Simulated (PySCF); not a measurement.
Isomers of C2H6GeO2. Method used: PBE0-D3(BJ)/def2-SVP geometry optimisation, gas phase (PySCF). Energies are electronic, without zero-point or thermal terms, for one conformer each. No frequencies were run at this level. Point groups hold within 0.08 Å.

Question: Order them by energy at this level, lowest first, and give relative energies in kJ/mol.
A. `[CH3:1][O:2][C:3](=[O:4])[GeH3:5]` with C1–O2–C3–O4 0°
B. `[H][Ge]([H])([H])[O]C(C)=O` (Ge(OAc)H3)
C. `[CH2:1]1[CH2:2][O:3][GeH2:4][O:5]1` with O5–C1–C2–O3 -40°, C1–C2–O3–Ge4 30°, C2–O3–Ge4–O5 -12°, O3–Ge4–O5–C1 -12°

Answer: B (0.0), C (55.1), A (118.4).

| SMILES | E (Eh) | E rel (kJ/mol) | dipole (D) | point group | A, B, C (MHz) |
| --- | --- | --- | --- | --- | --- |
| [H][Ge]([H])([H])[O]C(C)=O | -2306.36220 | 0.0 | 1.45 | – | 9929, 1685, 1482 |
| C1C[O][GeH2][O]1 | -2306.34121 | 55.1 | 0.04 | C2 | 6314, 3273, 2321 |
| CO[C](=O)[GeH3] | -2306.31710 | 118.4 | 1.67 | – | 8506, 1586, 1372 |

Q: How do the relative energies change in single points at CAM-B3LYP/def2-SVPD (no added dispersion term) on the same geometries?

A: 
```
                    SMILES  PBE0-D3(BJ)/def2-SVP (kJ/mol)  CAM-B3LYP/def2-SVPD (kJ/mol)  shift
[H][Ge]([H])([H])[O]C(C)=O                            0.0                           0.0    0.0
          C1C[O][GeH2][O]1                           55.1                          49.8   -5.3
           CO[C](=O)[GeH3]                          118.4                         118.1   -0.3
```

Each column counts from its own lowest isomer. The order is unchanged; the largest shift is 5.3 kJ/mol.
